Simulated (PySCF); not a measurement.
Species: C₅H₁₁ClOSi₂.
Z-matrix (Å and degrees, GFN2-xTB geometry), rows numbered from 1:
```
C 
C   1  1.5294
C   2  1.5027  1  109.36
Si  3  1.8989  2  115.33  1   -79.99
C   3  1.3437  2  121.85  1    99.43
Si  5  1.9006  3  126.47  2   175.92
C   5  1.4452  3  121.26  2    -1.64
O   7  1.1863  5  131.80  3   -51.49
Cl  7  1.8073  5  109.73  3   131.92
H   1  1.0873  2  110.15  3   176.97
H   1  1.0874  2  109.78  3   -63.50
H   1  1.0886  2  110.55  3    56.66
H   2  1.0928  1  109.22  3  -119.84
H   2  1.0913  1  108.99  3   122.23
H   4  1.4643  3  109.42  2   110.67
H   4  1.4632  3  109.67  2  -127.17
H   4  1.4661  3  107.77  2    -8.06
H   6  1.4614  5  108.49  3   -85.31
H   6  1.4608  5  109.41  3   152.38
H   6  1.4647  5  107.14  3    34.25
```

Computed at PBE0/pcSseg-1 (PySCF, non-relativistic), with Q(17O) = −0.0256 b, Q(35Cl) = −0.0817 b: O8, 17O (I = 5/2): χzz = 9.257 MHz, η = 0.417; Cl9, 35Cl (I = 3/2): χzz = -58.34 MHz, η = 0.239.

Task: Find the zero-field quadrupole resonance frequencies of 17O at O8.

Result: From the eigenvalues of H = χ/[4I(2I − 1)] × [3Iz² − I(I + 1) + η(Ix² − Iy²)], steps between neighbouring levels, labelled as for η = 0: ±1/2↔±3/2 1.630 MHz, ±3/2↔±5/2 2.690 MHz (carbonyl oxygen).

Task: Where would the pure quadrupole (NQR) lines of 35Cl at Cl9 fall for the rigid, isolated species?

Result: From ν = (|χ|/2)√(1 + η²/3): ν = 29.45 MHz (chlorine bonded to C). For 37Cl the ratio of quadrupole moments, 0.7881, gives 23.21 MHz.

Task: Apply the simplest Townes–Dailey estimate (no s hybridisation, no π bonding), ionic character = 1 − χzz/χ0, where χ0 is the coupling for one missing p electron along the bond: −109.74 MHz for 35Cl.

Result: Cl9 on C7: 1 − (-58.34)/(-109.74) = 0.47. In this model a purely covalent bond gives χ0 and a free halide ion gives zero; s hybridisation or π bonding, where present, is counted here as ionic character.

In a crystal, neighbours and librations shift these lines. GFN2-xTB bond lengths can be off by several hundredths of an ångström, more for odd bonds, and the gradients follow them. With so small a basis the couplings can be 20 % off.

These values come from a run that also computed NMR shieldings. On Arm Neoverse V1, one thread, no GPU, on a shared host, this took 51 s and 1.1 GiB of memory at its peak.

One conformer stands for the species.
